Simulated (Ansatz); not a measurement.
GeH$_{4}$O$_{3}$ (`[OH][GeH]([OH])[OH]`). Charge 0, multiplicity 1. Geometry: relaxed with PBE0-D4/def2-TZVP. It is one conformer, not always the lowest.

```xyz
8

O     0.772    0.705   -1.353
Ge    0.423   -0.160    0.145
O    -1.025   -1.165   -0.031
O    -0.036    0.968    1.417
H     0.170    1.439   -1.503
H     1.688   -0.944    0.484
H    -1.049   -1.659   -0.854
H    -0.943    0.817    1.696
```

**Question.** What is the dipole moment at B3LYP/def2-TZVPP? (Estimate.)

**Answer.** Computed: 1.42 D, with components (-1.06, -0.63, -0.70) D in this frame, pointing from negative to positive charge.

**Question.** And with PBE, r2SCAN, ωB97M-V? (Estimate.)

**Answer.** Ansatz gave: PBE 1.40 D, r2SCAN 1.43 D, ωB97M-V 1.42 D.

**Question.** Give the Mulliken charges with B3LYP, PBE, ωB97M-V in def2-TZVPP. (Estimate.)

**Answer.** Ansatz gave: 
| atom | B3LYP | PBE | ωB97M-V |
| --- | --- | --- | --- |
| O1 | -0.42 | -0.38 | -0.42 |
| Ge2 | 0.73 | 0.63 | 0.72 |
| O3 | -0.43 | -0.39 | -0.43 |
| O4 | -0.43 | -0.39 | -0.43 |
| H5 | 0.18 | 0.18 | 0.17 |
| H6 | -0.01 | -0.02 | 0.01 |
| H7 | 0.18 | 0.18 | 0.17 |
| H8 | 0.19 | 0.19 | 0.18 |

B3LYP here is the variant with VWN-RPA as its local correlation; programs differ in this.
